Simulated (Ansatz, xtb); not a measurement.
**Ranking isomers of C3H6O2Se**

3 gas-phase structures of C3H6O2Se, from a drawn sample of its isomers (lower ones may exist). Each was relaxed with GFN2-xTB; where two conformers were screened, the lower at r2SCAN-D4/def2-SVP is listed:

A. `COC(=O)C[SeH]`, a singlet
B. `C[C@H]([SeH])C(=O)O`, a singlet
C. `C[Se]COC=O`, a singlet

Q: Estimate their order in r2SCAN-D4/def2-SVP energy at these geometries, lowest first.

A: Calculated order at r2SCAN-D4/def2-SVP: B (0.0), A (13.8), C (18.7) kcal/mol.

Energies above the lowest of each column, in kcal/mol; the last columns are at PBE0-D3(BJ)/def2-SVP geometries:

| structure | GFN2-xTB | HF/STO-3G | r2SCAN-D4/def2-SVP | PBE0-D3(BJ)/def2-SVP | CCSD(T)/def2-SVP + ΔMP2/def2-TZVPP |
| --- | --- | --- | --- | --- | --- |
| B | 0.0 | 0.2 | 0.0 | 0.0 | 0.0 |
| A | 3.0 | 0.2 | 13.8 | 11.8 | 11.7 |
| C | 10.2 | 0.0 | 18.7 | 18.4 | 16.1 |

Every level run on B puts it lowest or level with the lowest. Flexible structures stand in one conformer each, not always the lowest. The ΔMP2 step shifts differences by up to 3.9 kcal/mol, which makes them less sure. ΔMP2 is the change of the MP2 energy from the smaller to the larger basis.

Programs: Ansatz 0.2.0, xtb 6.7.1.
